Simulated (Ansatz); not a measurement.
The first iterations of a band of FH3OSi + H2S (9 atoms, charge 0, multiplicity 1).

These are results of RHF/def2-SVP (Ansatz), not measurements.

* movable images: 5
* climbing image: yes
* spring: 5.0 eV/Å²
* optimiser: quadratic models (default)
* start path: through a guess of the saddle point
* force threshold: 0.05 eV/Å
* iteration limit: 60
* end points: relaxed

Initial state:

```xyz
9
Properties=species:S:1:pos:R:3
Si -0.220 0.316 -0.179
H -0.222 0.771 1.218
H 1.114 0.259 -0.776
F -1.102 1.389 -0.994
O -0.913 -1.160 -0.347
H -1.826 -1.294 -0.145
S 1.941 -2.546 1.584
H 0.951 -2.816 0.732
H 1.173 -2.676 2.668
```

Final state:

```xyz
9
Properties=species:S:1:pos:R:3
Si 0.415 -0.487 -0.618
H -1.160 -0.313 3.046
H 0.608 -0.389 -2.061
F 0.538 0.973 0.030
O -1.076 -1.092 -0.376
H -1.399 -1.262 0.496
S 1.933 -1.602 0.392
H 1.648 -2.764 -0.207
H -0.611 -0.821 3.060
```

| iteration | highest image above the first end (eV) | largest band force component (eV/Å) |
| --- | --- | --- |
| 1 | 5.239 | 9.513 |
| 2 | 3.989 | 4.948 |
| 3 | 3.376 | 3.214 |
| 4 | 3.205 | 1.187 |
| 5 | 2.948 | 2.205 |
| 6 | 2.716 | 1.345 |
| 7 | 2.530 | 1.299 |
| 8 | 2.411 | 1.056 |
| 9 | 2.944 | 1.148 |
| 10 | 3.236 | 7.689 |
| 11 | 3.116 | 1.103 |

Question: Does the band converge within its limit, and where does its top end?

Answer: The forces met the threshold. It ended after 35 iterations with the highest image 2.793 eV above the first end. Neighbouring images differ by up to 2.7 eV, so the band resolves the path poorly. A vibrational analysis at the climbing image gives one clearly imaginary mode, 1139i cm⁻¹: a first-order saddle point. The orbitals stay closed-shell, which can raise the energy where a bond breaks towards radicals; this wasn't checked here.

Run time: 4.4 min on 1 thread of Arm Neoverse V1, with other jobs on the host, peak memory 0.16 GiB.
